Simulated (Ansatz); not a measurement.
Job for Ansatz (a program for electronic structure): U-wB97X-V/cc-pVTZ on H6 chain, a point of a bond scan (R = 3.600 Å).

Ansatz 0.2 input:
```yaml
crystal:
  periodic: [false, false, false]
  atoms:
    - {symbol: H, position_ang: [0.00000000, 0.00000000, 0.00000000]}
    - {symbol: H, position_ang: [0.00000000, 0.00000000, 3.60000000]}
    - {symbol: H, position_ang: [0.00000000, 0.00000000, 7.20000000]}
    - {symbol: H, position_ang: [0.00000000, 0.00000000, 10.80000000]}
    - {symbol: H, position_ang: [0.00000000, 0.00000000, 14.40000000]}
    - {symbol: H, position_ang: [0.00000000, 0.00000000, 18.00000000]}
basis:
  gaussian:
    orbitals: cc-pVTZ
hamiltonian:
  xc: {name: wB97X-V}
magnetization: {spin_polarized: true, initial_magnetization: 0}
```

Output:

```
WARN ansatz: RAYON_NUM_THREADS=2 ignored (pool sized by the plan → 2); use --threads N
Functional definition: wB97X-V
integrals: 0.01 GiB planned
360 factors; their error is unknown
integrals: 0.05 GiB planned
126 factors; integrals over basis functions are off by at most 3.7e-5 eV
mean field: 0.18 GiB planned
mean field evaluation 1: about -70.7162 eV, gradient 1.7e0 eV
mean field evaluation 2: about -70.9147 eV, gradient 1.4e0 eV
mean field evaluation 4: about -71.0857 eV, gradient 5.4e-1 eV
mean field evaluation 8: about -71.1304 eV, gradient 8.0e-2 eV
mean field evaluation 16: about -71.1306 eV, gradient 2.9e-5 eV
mean field evaluation 32: about -81.7120 eV, gradient 1.4e-2 eV
mean field evaluation 64: about -81.5858 eV, gradient 2.7e0 eV
mean field evaluation 96: about -81.6274 eV, gradient 2.0e0 eV
mean field evaluation 128: about -81.7082 eV, gradient 6.5e-4 eV
mean field -81.71198716 eV, -3.0028601417 hartree, gradient 5.4e-5 eV, S^2 2.993656; 10 other end points of the search recorded, 0 dependent functions left out
reference -81.71199414 eV, -3.0028603982 hartree; 3, 3 occupied and 81, 81 virtual orbitals, 360 factors
Total energy: -81.71199414 eV, -3.0028603982 hartree
```

The run converged. Its determinant has ⟨S²⟩ = 2.99, a mixture of spin states.

Cost: around 18 core-seconds (rough).
